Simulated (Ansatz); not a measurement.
Ansatz results at the PBE0-D4/def2-TZVP geometry: HOMO energy (PBE/def2-TZVPP) -6.90 eV; HOMO–LUMO gap (B3LYP/def2-TZVPP) 8.39 eV; zero-point energy (PBE0-D4/def2-TZVP) 86.5 kJ/mol.

Each molecule was computed in one conformer, which needn't be the lowest.

Task: Which molecule gave them?
A. `N=C=N`
B. `N=C(Cl)CO`
C. `C#C[SiH](O)F`
D. `ClC1=CCB1`

Result: A. The others give `N=C(Cl)CO`: -6.48, 6.93, 171.4; `C#C[SiH](O)F`: -7.44, 7.69, 119.6; `ClC1=CCB1`: -6.49, 6.45, 163.7.

B3LYP here is the variant with VWN-RPA as its local correlation; programs differ in this.
